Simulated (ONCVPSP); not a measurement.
Before and after: ONCV potential for Ca

```json
{"Element": "calcium", "Generator": "ONCVPSP 4.0.1", "Type": "optimised norm-conserving Vanderbilt (ONCV)", "Functional": "LDA (Perdew-Wang 92)", "Relativity": "non-relativistic", "Frozen core": "[Ne] 3s2", "Valence charge": "8", "Reference configuration": "3p6 4s2", "Partial waves": "4s: rc 3.40 bohr, ncon 4, nbas 9, qcut 2.5 1/bohr, 2 projectors, debl 1.5 Ha; 3p: rc 1.30 bohr, ncon 4, nbas 7, qcut 5.4 1/bohr, 2 projectors, debl 3.1 Ha; d scattering state at 0.12 Ha: rc 2.65 bohr, ncon 5, nbas 8, qcut 3.5 1/bohr, 1 projector; f scattering state at 0.15 Ha: rc 2.60 bohr, ncon 5, nbas 8, qcut 4.8 1/bohr, 2 projectors, debl 2.8 Ha", "Local potential": "polynomial inside 0.85 bohr (lpopt 5, dvloc0 0 Ha)", "Core correction": "Teter function, fcfact 3.5, rcfact 1.3"}
```

In the d channel the program set the typed energies aside and used -0.083 Ha.

All-electron outer shells of the reference configuration (LDA (PZ), non-relativistic, ld1.x):

```csv
shell,level (eV),outermost node (bohr),outermost maximum (bohr)
3p,-28.03,0.42,1.04
4s,-3.85,1.44,3.33
```

Change: local potential polynomial inside 1.25 bohr (lpopt 2, dvloc0 0 Ha).

Cutoffs: the cutoffs (Ha) at which the residual kinetic energy of the hardest occupied pseudo-wave falls to 1 and 0.1 mHa per electron; they do not see the model core or the augmentation charge, which bear on the density cutoff. Errors are all-electron minus pseudo energies relative to the spin-unpolarised reference configuration.

Question: What does the change do?

Answer: The potential gets neither clearly harder nor softer (14 Ha and 40 Ha → 14 Ha and 40 Ha); the bound ghost in f, s disappears; the lowest positive-energy flag moves from d at 44.7 eV to none; the number of tests with a reliable result goes from 4 to 0. In the separable form a ghost depends on how the local part lies against the semilocal potential of the channel, so the choice of the local part can create or remove one.

| quantity | base | changed |
| --- | --- | --- |
| cutoff, loose | 14 Ha | 14 Ha |
| cutoff, tight | 40 Ha | 40 Ha |
| bound ghosts | s, f | none |
| GHOST(+) flags under 300 eV | d at 44.7 eV, s at 63.9 eV | none |
| tests with a reliable result | 4 of 4 | 0 of 4 |
| s: phases at 3.44 bohr within 0.05 rad from the reference energy up to (Ha; the scan ends near 5) | n/a | n/a |
| p: phases at 1.32 bohr within 0.05 rad from the reference energy up to (Ha; the scan ends near 5) | to the end of the scan | to the end of the scan |
| d: phases at 2.69 bohr within 0.05 rad from the reference energy up to (Ha; the scan ends near 5) | 0.3 | 0.3 |
| f: phases at 2.65 bohr within 0.05 rad from the reference energy up to (Ha; the scan ends near 5) | to the end of the scan | to the end of the scan |
| rms error of d²Exc/dni dnj with the model core, mHa | 4.00 | 4.00 |

 A true bound ghost makes a file unfit for plane-wave use even where its test errors are small: the radial tests pick states by their node count and pass the ghost by.
